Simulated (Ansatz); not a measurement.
`[CH3][Al]([F])[NH][SiH3]` + `[SiH3]C[SiH]1CO1` → `[CH3][Al]([F])[CH2][SiH3]` + `[SiH3]N[SiH]1CO1`  (redistribution)

Calculated with Ansatz (gas phase, PBE0-D4/def2-TZVP geometries, no zero-point term in ΔE). CBS: MP2 limit from def2 TZ/QZ plus the TZ coupled-cluster correction, frozen cores. Functionals use def2-TZVPP. B3LYP here is the variant with VWN-RPA as its local correlation; programs differ in this. Each species was taken in one conformer, which may not be the lowest.

```csv
level,ΔE (kJ/mol),difference from CCSD(T)/CBS
PBE-D4,25.9,1.1
r2SCAN-D4,26.1,1.3
PBE0-D4,24.8,0.0
B3LYP-D4,25.2,0.4
ωB97X-V,24.3,-0.5
ωB97M-V,23.9,-0.9
B2PLYP,24.7,-0.1
PBE,24.9,0.1
r2SCAN,25.8,1.0
PBE0,23.9,-0.9
B3LYP,23.7,-1.1
HF/def2-TZVPP,21.3,-3.5
MP2/def2-TZVPP,26.2,1.4
SCS-MP2/def2-TZVPP,25.6,0.8
CCSD/def2-TZVPP,25.3,0.5
CCSD(T)/def2-TZVPP,25.9,1.1
HF/def2-QZVPP,21.1,-3.7
MP2/def2-QZVPP,25.5,0.7
SCS-MP2/def2-QZVPP,24.9,0.1
HF/CBS(def2),21.1,-3.7
MP2/CBS(def2),25.1,0.3
CCSD/CBS(def2),24.2,-0.6
CCSD(T)/CBS,24.8,0
```

Largest T1 diagnostic among the species: 0.013.

In def2-TZVPP, CCSD(T) changes the Hartree–Fock value by +4.6 kJ/mol (the triples alone add +0.6 kJ/mol) and MP2 by +4.9 kJ/mol.
